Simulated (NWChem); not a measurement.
System: SiN₂H₅Br; SMILES N[SiH](N)Br

Input file for NWChem:

```
start job
memory heap 200 mb stack 900 mb global 1100 mb
geometry units angstroms noautosym nocenter noautoz
  Si     0.020381    -0.920098     0.383743
  N     -1.475020    -1.473951    -0.247340
  N      1.263786    -1.841875    -0.352699
  Br    -0.016208     1.316422    -0.040092
  H      0.283609    -0.997486     1.840376
  H     -2.291166    -0.876991    -0.260001
  H     -1.711797    -2.457554    -0.199640
  H      1.299634    -1.927395    -1.362142
  H      2.190866    -1.851981     0.056162
end
basis spherical
  Si library 6-31g*
  N library 6-31g*
  Br library 6-31g*
  H library 6-31g*
end
dft
  xc b3lyp
  iterations 150
end
cosmo
  do_cosmo_smd true
  solvent dmf
end
task dft energy
```

All runs use the structure optimised with B3LYP/6-31G* (spherical d). Solvent: N,N-dimethylformamide.

Level: B3LYP/6-31G* with SMD (1 M gas to 1 M solution), gas-phase geometry. Reactions with the solvent are ignored.

What results follow from this input? (B3LYP/6-31G* (spherical d), SMD on the gas-phase geometry.) Quantities: solvation free energy (kcal/mol); cavity-dispersion-structure term (kcal/mol); dipole in solution (D).


| Item | Result |
|---|---|
| solvation free energy (kcal/mol) | -6.8 |
| cavity-dispersion-structure term (kcal/mol) | 0.6 |
| dipole in solution (D) | 3.27 |
